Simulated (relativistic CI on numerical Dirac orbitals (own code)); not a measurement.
Spin-allowed bands of a d2 ion in an octahedral site, by hand

Problem. Take Δ = 20600 cm⁻¹ and B = 620 cm⁻¹ for a d2 ion in an octahedral site. Calculate the three spin-allowed bands.

Working.
1. The terms of highest spin are 3F (energy 0) and 3P (15B = 9300 cm⁻¹). Here the F term splits into A2 at +1.2Δ = 24720, T2 at +0.2Δ = 4120 and T1 at −0.6Δ = -12360 cm⁻¹.
2. The two T1 states mix through the element 0.4Δ: H = [[-12360, 8240], [8240, 9300]], with roots ½(H₁₁ + H₂₂) ∓ ½√[(H₂₂ − H₁₁)² + 4H₁₂²] = ½(-3060) ∓ ½(27217) = -15138 and 12078 cm⁻¹.
3. The ground term is 3T1 at -15138 cm⁻¹.
4. Bands: 3T2 19258 cm⁻¹ (519 nm), 3T1(P) 27217 cm⁻¹ (367 nm), 3A2 39858 cm⁻¹ (251 nm).

Check. Exact diagonalisation of the whole d2 shell with these parameters gives 3T2 19258, 3T1 27217, 3A2 39858 cm⁻¹. The match is exact, since without spin-orbit coupling no other term has this spin. The ratio of the second band to the first, 1.413, depends on Δ/B = 33.2 alone, which is how a Tanabe-Sugano diagram is read.
